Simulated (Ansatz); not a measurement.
Consider the redistribution: `[CH3][Al]([CH3])[SeH]` + `C=C[SiH2]N` → `N[SiH2][SeH]` + `C=[CH][Al]([CH3])[CH3]`.

Isolated molecules relaxed with PBE0-D4/def2-TZVP in Ansatz; ΔE leaves out vibrations. CCSD(T)/CBS adds triple-zeta CCSD(T) − MP2 to the extrapolated MP2 energy (def2 sets, frozen cores). Functionals use def2-TZVPP. HSE06 is defined as in plane-wave codes. For Se outer-core shells are correlated without core-valence functions, which leaves a few kJ/mol of doubt a bond. Scalar relativity is left out up to krypton. One conformer a species, not always the lowest.

```csv
level,ΔE (kcal/mol),difference from CCSD(T)/CBS
BLYP-D4,13.0,-1.0
r2SCAN-D4,14.0,0.0
r2SCAN0-D4,14.3,0.3
CAM-B3LYP-D4,14.1,0.1
ωB97X-V,13.9,-0.1
PBE-QIDH,14.4,0.4
HSE06,13.8,-0.2
HF/def2-SVP,15.3,1.3
HF/def2-TZVPP,15.0,1.0
MP2/def2-TZVPP,14.4,0.4
CCSD(T)/CBS,14.0,0
```

Largest T1 diagnostic among the species: 0.011.

Leaving LDA and LC-ωPBE aside and taking each functional with its dispersion term where it has one, the values spread over 1.4 kcal/mol, from BLYP-D4 to PBE-QIDH. LDA lies +1.0 kcal/mol from PBE without D4. At CCSD(T), def2-SVP lies +0.8 kcal/mol from the extrapolated value and def2-TZVPP +0.2 kcal/mol. From BLYP to BHLYP (50 % exact exchange), in def2-TZVPP and without D4, ΔE moves by +1.5 kcal/mol.
